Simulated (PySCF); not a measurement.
**Relaxation of singlet Cs₂F⁺**

Computed with PBE0/[F def2-TZVP, Cs def2-TZVP with ECP46], scalar-relativistic core potentials, density fitting, no spin–orbit coupling, PySCF. A (50,194) grid was used.

A hand-made linear start, of D∞h symmetry, held to at least that symmetry:

```xyz
3
charge 1 multiplicity 1, angstrom
F     0.0000    0.0000    0.0000
Cs    0.0000    0.0000    2.9008
Cs    0.0000    0.0000   -2.9008
```

Problem. What does it relax to?

Solution. It ends at D∞h with F–Cs 2.570 Å (×2); Cs–F–Cs 180.0° (after a last refinement on a finer grid). A frequency run shows a minimum. Other isomers or separated fragments may lie lower.

Problem. How much energy is released, and in how many steps?

Solution. 34.2 kJ/mol in 9 steps.

The relaxation took of the order of 50 core-seconds on a shared host.
